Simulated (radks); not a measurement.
Values are calculated unless marked as measured or tabulated.
The boron anion B- inside a hard spherical wall (all orbitals vanish at R), configuration held at [He] 2s2 2p2 and not refilled when levels cross. Code: a radial shooting solver on a logarithmic mesh with Libxc functionals. Model: scalar-relativistic Kohn-Sham, LDA (Slater exchange, Perdew-Wang correlation), spin-polarised, spherical densities, point nucleus; open shells are filled with parallel spins first. Eigenvalues in eV for spin up, with the zero of energy where the potential of the charges vanishes at infinity; a dash marks a level that is unbound or too diffuse for the functional's potential to be trusted. A positive occupied level is held by the wall or, in an anion where self-interaction has pushed it up, behind a barrier. The pressure on the wall is -dE/dV.

R (bohr)	E (hartree)	kinetic (hartree)	e(1s)	e(2s)	e(2p)	e(3s, empty)	e(3p, empty)	pressure (GPa)
20	-24.38934	24.218	-171.86	-3.812	1.477	1.768	2.077	0.00157
8	-24.36864	24.268	-169.64	-2.137	3.132	6.650	8.641	0.367
4	-24.01716	25.339	-158.95	4.728	11.109	33.817	35.882	55.6
3.5	-23.75522	26.023	-154.15	8.328	15.068	47.571	48.297	135
2.5	-22.21901	29.441	-136.29	26.022	32.576	111.28	101.95	1120
2	-19.85449	34.061	-119.08	50.691	53.770	192.66	166.14	4230
1.5	-13.45933	45.362	-89.089	115.04	101.22	382.86	308.93	22300
